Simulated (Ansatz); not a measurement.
One change: `CC[O][SbH][SiH3]` becomes `CCOC`.

Ansatz, PBE0-D4/def2-TZVP geometries, multiplicity 1. Each molecule was computed in one conformer, which needn't be the lowest.

Elements past krypton have def2 core potentials.  Spin–orbit coupling is left out; it splits and shifts lone-pair levels of the heavy atoms by tenths of an eV.

```
                                        property  `CC[O][SbH][SiH3]`
            HOMO–LUMO gap (PBE0/def2-TZVPP) / eV                5.58
           LUMO energy (ωB97M-V/def2-TZVPP) / eV                0.51
              LUMO energy (PBE0/def2-TZVPP) / eV               -1.23
size of the dipole moment (B3LYP/def2-TZVPP) / D                1.06
               HOMO energy (PBE/def2-TZVPP) / eV               -5.65
  size of the dipole moment (PBE/def2-TZVPP) / D                0.95
```

(1) Give the same properties after the change, and the shifts. (Estimate.)

## Answers

(1) The calculation gave: 
```
                                        property  `CCOC`  shift
            HOMO–LUMO gap (PBE0/def2-TZVPP) / eV    8.73   3.15
           LUMO energy (ωB97M-V/def2-TZVPP) / eV    2.82   2.31
              LUMO energy (PBE0/def2-TZVPP) / eV    1.37   2.60
size of the dipole moment (B3LYP/def2-TZVPP) / D    1.12   0.06
               HOMO energy (PBE/def2-TZVPP) / eV   -5.78  -0.13
  size of the dipole moment (PBE/def2-TZVPP) / D    1.01   0.06
```

With PBE0 the HOMO falls by 0.54 eV and the LUMO rises by 2.60 eV, so the gap widens by about 3.14 eV. PBE moves the HOMO by -0.13 eV and ωB97M-V by -0.90 eV. Dipoles are sizes alone; their direction can turn.

Positive LUMOs are unbound, so they and the gaps depend on the basis.

B3LYP here is the variant with VWN-RPA as its local correlation; programs differ in this.
